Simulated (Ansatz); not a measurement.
A structure relaxed at PBE0-D4/def2-TZVP, charge 0, multiplicity 1:

```xyz
5

F    -0.0296   -1.7142   -0.4716
Ti    0.1043   -0.0409   -0.0302
F     1.2012    0.1138    1.3060
F     0.7154    0.8616   -1.3811
Br   -1.9913    0.7796    0.5769
```

Question: Give its formula and SMILES.

Answer: BrF3Ti, `[F][Ti]([F])([F])[Br]`.

Question: Point group (tolerance 0.08 Å, 0.16 Å for H)?

Answer: C3v.

Question: Summarise the bond lengths by kind.

Answer: 3 × F–Ti 1.736 Å; 1 × Br–Ti 2.331 Å.

Program: Ansatz 0.2.0.
